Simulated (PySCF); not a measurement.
Run record: geometry optimisation, `C[C](C)(C)[BiH2]` (BiH2(tBu)).

Computed with PBE0-D3(BJ)/def2-SVP geometry optimisation, gas phase, def2 core potentials past Kr (PySCF 2.14.0). Start geometry: GFN2-xTB. A driver script takes a list of jobs; this job's settings line and coordinates (Å) are shown.

Input:
```
{"job": {"xc": "PBE0", "basis": "def2-SVP", "d3": "d3bj", "grid": 1, "maxiter": 30, "shake": 0.03, "kind": "geom"}, "charge": 0, "multiplicity": 1}
Bi     1.018110     1.580500     1.323630
H      2.375410     1.616730     0.257210
H      0.196810     2.889100     0.219250
C      0.057950    -0.056310     0.115760
C     -1.489270    -0.228810     0.578180
C      0.722010    -1.331050     0.400670
C      0.009640     0.237040    -1.361860
H     -1.932680    -1.007830     0.066780
H     -1.522730    -0.412070     1.734160
H     -2.052000     0.697260     0.458050
H      0.711850    -1.586350     1.498480
H      1.782000    -1.250110     0.092720
H      0.195410    -2.157310    -0.146820
H      0.951960     0.382700    -1.689450
H     -0.583250     1.123230    -1.574810
H     -0.475570    -0.530660    -1.905510
```

Task: What does the run print?

Result: 
```
step   0  E = -373.32079872  max force = 0.077287
step   1  E = -373.34832054  max force = 0.015476
step   2  E = -373.35004487  max force = 0.005717
step   3  E = -373.35048380  max force = 0.001554
step   4  E = -373.35052487  max force = 0.000483
step   5  E = -373.35053045  max force = 0.000200
optimisation converged
```

Energies in Eh; «max force» is the largest Cartesian gradient component in Eh/bohr.

Task: Give the first gradient maximum in eV/Å.

Result: With 1 Eh/bohr = 51.422 eV/Å, 3.974 eV/Å.

Task: How much energy does the optimisation release, in kJ/mol?

Result: E(step 0) − E(last step) = 0.029732 Eh, which is 78.1 kJ/mol.

Summary of the converged run: final energy -373.35053 Eh after 5 steps; dipole 1.01 D.

Task: Where do the atoms end?

Result: 0.070 Å rms from the input after alignment:
```
atom  x, y, z in Å
Bi1    0.9843    1.6213    1.3286
H2     2.4064    1.6515    0.2243
H3     0.1868    2.9076    0.3542
C4    -0.0393   -0.0773    0.1151
C5    -1.4717   -0.1788    0.6215
C6     0.7312   -1.3567    0.4124
C7    -0.0118    0.2376   -1.3719
H8    -1.9994   -1.0003    0.1009
H9    -1.5200   -0.3969    1.7007
H10   -2.0436    0.7439    0.4335
H11    0.7398   -1.6002    1.4873
H12    1.7756   -1.2995    0.0668
H13    0.2601   -2.2109   -0.1101
H14    1.0152    0.3508   -1.7507
H15   -0.5617    1.1612   -1.6076
H16   -0.4864   -0.5872   -1.9384
```

The run took 49 s of wall time on Arm Neoverse V2, one thread (shared host), and the process peaked at 0.55 GiB of memory.
Labels such as C1 count atoms from 1, the log's own numbers from 0.
